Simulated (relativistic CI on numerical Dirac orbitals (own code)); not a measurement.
# What each ingredient does to the levels of Sr V

Base calculation: Dirac-Coulomb-Breit CI, separate exchange-only KLI orbitals for each configuration, model QED (radiative potential, 1s self-energy scaled to tabulated hydrogen-like ionisation energies), valence Slater integrals scaled by 0.85, P86 correlation energy added to each configuration.

Configuration list (outside the closed core [Ar] 3d10): 4s²4p⁴, 4s4p⁵, 4s²4p³4d, 4p⁶, 4s²4p³4f, 4s4p⁴4d, 4s²4p³5s, 4s²4p³5p, 4s4p⁴4f, 4s²4p³5d, 4s²4p³6s, 4s²4p³6p, 4s²4p³5f, 4s²4p²4d², 4s²4p4d³, 4s²4p4d²4f, 4s4p²4d³, 4s²4p4d²5s, 4s²4p4d²5p. Double excitations out of closed p, d and f shells are left out; levels of such configurations are missing from the list, as are those of other unlisted configurations, and high levels can miss mixing partners. These lack a partner that the ground configuration has and come out too high: 4s4p⁴4f, 4s²4p³5d, 4s²4p³6s, 4s²4p³6p, 4s²4p³5f.

Variants: (1) valence Slater integrals scaled by 0.75; (2) self-excluded LDA correlation estimate; (3) QED terms removed; (4) only the first 3 configurations. Shifts of the energy above 4s²4p⁴ ³P2, in cm⁻¹, for the lowest level and the first level of each name with at least 55 % of one term (blank where a level changes its place among those of its configuration and J or its character, or is not in the variant):

| Level | Base | Δ(1) | Δ(2) | Δ(3) | Δ(4) | Measured |
| --- | --- | --- | --- | --- | --- | --- |
| 4s²4p⁴ ³P2 | 0.0 | 0.0 | 0.0 | 0.0 | 0.0 | 0.0 |
| 4s²4p⁴ ³P1 | 8184.8 | +140.7 | +0.3 | -19.0 | +126.7 | 8307.9 |
| 4s²4p⁴ ³P0 | 8409.4 | -247.6 | +1.0 | -12.1 | +354.3 | 8718.5 |
| 4s²4p⁴ ¹D2 | 19863.9 | -1272.2 | -3.1 | -16.0 | +937.1 | 20310.5 |
| 4s²4p⁴ ¹S0 | 41455.9 | -2915.0 | +8.2 | -18.3 | +3283.0 | 44050.4 |
| 4s4p⁵ ³P°2 | 165579.9 | +2366.2 | +142.6 | +243.6 | -10598.4 | 154032.3 |
| 4s4p⁵ ³P°1 | 171516.0 | +2319.6 | +141.0 | +230.0 | -10578.6 | 160017.5 |
| 4s4p⁵ ³P°0 | 175466.4 | +2389.8 | +141.2 | +220.5 | -10591.1 | 164015.7 |
| 4s²4p³4d ⁵D°0 | 211408.5 | +1828.2 | -20.0 | -12.7 | -9238.0 | 202128.7 |
| 4s²4p³4d ⁵D°1 | 211534.0 | +1844.5 | -20.0 | -13.5 | -9233.8 | 202265.2 |
| 4s²4p³4d ⁵D°2 | 211590.1 | +1818.8 | -20.3 | -14.0 | -9231.9 | 202321.4 |
| 4s²4p³4d ⁵D°3 | 211644.7 | +1781.0 | -20.4 | -14.3 | -9220.1 | 202398.5 |
| 4s²4p³4d ⁵D°4 | 212042.8 | +1797.7 | -20.3 | -16.3 | -9181.7 | 202913.0 |
| 4s²4p³4d ³D°2 | 224933.2 | -318.1 | -16.3 | -5.9 | -9670.0 | 213783.8 |
| 4s²4p³4d ³D°3 | 227490.4 | -39.2 | -16.4 | -16.7 | -9865.8 | 216104.2 |
| 4s²4p³4d ³D°1 | 228675.5 | -29.1 | -15.9 | -19.4 | -10055.3 | 216969.2 |
| 4s²4p³4d ³F°2 | 231149.7 | -325.1 | -16.9 | -16.8 | -9182.6 | 220549.7 |
| 4s²4p³4d ³F°3 | 232752.9 | -414.0 | -17.4 | -18.7 | -9054.0 | 222368.3 |
| 4s²4p³4d ³F°4 | 234928.9 | -543.4 | -18.5 | -21.7 | -8891.0 | 224844.4 |
| 4s²4p³4d ¹S°0 | 236393.4 | -1243.8 | -11.2 | -16.4 | -11378.8 | 221778.4 |
| 4s²4p³4d ³G°3 | 239529.4 | -1488.8 | -23.5 | -12.6 | -8679.5 | 229949.5 |
| 4s²4p³4d ³G°4 | 240587.4 | -1417.1 | -23.1 | -17.3 | -8792.8 | 230974.2 |

At this charge configurations can still be misplaced by up to about 7 % of their energy. 56 of the 69 excited levels that our extract of the measured tables holds in this range could be paired (the sources list more); they are missed by 10182 cm⁻¹ on average and 14615 at most, and levels without a partner can miss by more.

Measured levels: Sansonetti, J. Phys. Chem. Ref. Data 41, 013102 (2012).

Ionisation energy from the two ground configurations alone: base 70.81 eV; valence Slater integrals scaled by 0.75 71.02 eV; self-excluded LDA correlation estimate 71.12 eV. The NIST ASD value (semi-empirical) is 70.7 eV.

LS names give the leading component of a level, which can be under half, so a name can repeat, a term be missing and a line seem to break the LS rules.
